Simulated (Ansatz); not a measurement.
Several settings on one geometry of the cluster BSb2⁻ (that of the charge -1 singlet, PBE-D4/def2-TZVPD). Ansatz on 4 threads of Arm Neoverse V2 on a shared host; times are rough.

```xyz
3

B    -0.001   -0.001    0.001
Sb   -1.796    1.028   -0.090
Sb    1.797   -1.027    0.088
```

Totals from different functionals, basis sets or treatments of relativity can't be compared as stabilities.

DK, ANO-RCC and x2c sets are all-electron and run with scalar relativity unless a key says otherwise. In the def2 sets Sb takes a core potential; there is no spin–orbit coupling. LC-ωPBE has ω = 0.4 bohr⁻¹.

Scalar relativity in a set contracted without it gives distorted totals.

At PBE-D4/def2-TZVPD a triplet lies 0.63 eV below the restricted singlet of charge -1.

Problem. Give the basis size and estimate the energy, ⟨S²⟩ and time of these runs.

| run | method | charge | state | further keys |
| --- | --- | --- | --- | --- |
| 1 | RKS LC-ωPBE/x2c-TZVPPall | -1 | singlet | point_charges: [{charge: 1.00, position_ang: [5.727, 0.369, -0.114]}]; scf: {omitted_lower_state_checks: [starts]} |
| 2 | RKS LDA (SPW92)/def2-SVPD | -1 | singlet | scf: {omitted_lower_state_checks: [starts]} |
| 3 | RKS PBE/def2-TZVPD | -1 | singlet | pseudopotentials: {relativity: scalar}; scf: {lower_state_search: light}; forces asked |
| 4 | RKS LDA (SPW92)/STO-3G | -1 | singlet | final_grid: {core_spheres: 5, valence_spheres: 4, degree: 11}; scf: {lower_state_search: light}; forces asked |

Solution. 
```json
{"run": "1", "functions": "151", "energy (Eh)": "-12985.7932", "⟨S²⟩": "–", "wall time": "4 s"}
{"run": "2", "functions": "84", "energy (Eh)": "-504.3305", "⟨S²⟩": "–", "wall time": "1.1 s"}
{"run": "3", "functions": "149", "energy (Eh)": "-505.3363", "⟨S²⟩": "–", "wall time": "25 s"}
{"run": "4", "functions": "59", "energy (Eh)": "-12519.2369", "⟨S²⟩": "–", "wall time": "1.1 s"}
```

The highest occupied level of an anion often lies above zero with these methods, and sets without diffuse functions describe the outer electron poorly. The restricted singlet is unstable towards broken spin symmetry at other levels; at RKS LC-ωPBE/x2c-TZVPPall, RKS LDA (SPW92)/def2-SVPD, RKS PBE/def2-TZVPD, RKS LDA (SPW92)/STO-3G this wasn't settled.
